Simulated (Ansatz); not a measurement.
## Match the barriers

Saddle point of CH6Ge, singlet (CH₄Ge ([CH3][GeH]) + H₂ → GeH₂ + CH₄; bonds formed: Ge1–H4, C2–H3; bonds broken: Ge1–C2, H3–H4), PBE0-D4/def2-TZVP structure:

```
8
angstrom
Ge -1.0667 0.2294 1.0267
C 0.5155 -0.6406 -0.2609
H -0.4579 0.4835 -0.5592
H -1.3262 1.0634 -0.4559
H -0.0845 1.4211 1.4119
H 1.1504 -0.0861 -0.9590
H 0.1051 -1.5167 -0.7602
H 1.1644 -0.9542 0.5567
```

Computed with Ansatz 0.2.0 (basis: def2-TZVPP, with def2-QZVPP for the basis limit); correlated methods freeze the cores. Filled d shells of the heavier atoms are correlated. The def2 sets are not built for correlating such inner shells, so the correlated values are less sure here. Extrapolation: Hartree–Fock as exp(−7.88 √X), correlation as X^−2.97. Four methods, as single points on the PBE0-D4 structures, gave these electronic barriers from the start structure: 0.634, 0.734, 0.898, 1.325 eV.

Problem. The methods were, in alphabetical order, CCSD(T), HF, PBE-D4, PBE0-D4. Which gave which? (A judgement: the text doesn't fix the answer.)

Solution. The calculation gives: PBE-D4 0.634; PBE0-D4 0.734; CCSD(T) 0.898; HF 1.325 eV. For comparison, CCSD(T) at an estimated basis limit (MP2 extrapolated from triple and quadruple zeta, plus CCSD(T) − MP2 in triple zeta) gives 0.854 eV.

T1 diagnostic: at most 0.012.

Labels in which every atom is bracketed show which atoms are joined, not bond orders.

For scale, one of the runs: CCSD(T)/def2-TZVPP, 163 basis functions, launched by `ansatz run in.yaml --threads 2 --pin off --events-out ev --progress --plain --max-ram 4352MiB`. Hardware: 2 CPU threads of an Arm Neoverse V2, shared host. Wall time 23 s; peak host memory 1.2 GiB.
